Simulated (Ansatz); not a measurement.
The cluster K4H4, relaxed as a singlet with RKS r2SCAN-D4/def2-SVP in Ansatz, starting from the GFN1-xTB geometry. Force threshold 0.02 eV/Å.

Another isomer (singlet) lies 0.56 eV lower at PBE0-D4/def2-TZVP; other spin states weren't run for this one.

Start:

```tsv
atom	x (Å)	y (Å)	z (Å)
K1	-1.254	-1.390	2.940
K2	1.937	1.600	-2.706
K3	0.645	-1.201	-0.928
K4	-1.499	1.448	0.576
H5	-0.208	1.432	-1.441
H6	2.615	-0.630	-2.179
H7	-0.414	-2.172	0.905
H8	-1.822	0.912	2.833
```

**Question.** Estimate the energy that the relaxation releases and the steps that it takes.

**Answer.** 0.38 eV, in 13 steps; 35 s on 4 threads of Arm Neoverse V2 on a shared host. The force fell under the threshold at step 6, but the optimiser went on and released 0.013 eV more. No frequencies were taken in this run, so the end may be a saddle point.

**Question.** Does the start keep its bonding and symmetry?

**Answer.** By distances, no bond broke or formed, bridged metal pairs apart. The bond that changes most is K3–H7, from 2.33 to 2.57 Å (atoms count from 1). Metal–metal contacts that move far: K1–K3 4.31 to 5.09 Å.

**Question.** Predict the relaxed structure.

**Answer.** 
Cartesian coordinates in Å:
```
K -1.751 -1.578 3.241
K 1.849 1.613 -3.165
K 1.133 -1.278 -0.936
K -1.228 1.246 0.864
H 0.280 1.418 -1.203
H 2.603 -0.714 -2.970
H -0.367 -1.450 1.142
H -2.519 0.745 3.027
```
Bond lengths (bridged metal pairs left out): 1 × K–K 3.90 Å; 8 × H–K 2.45 to 2.57 Å.
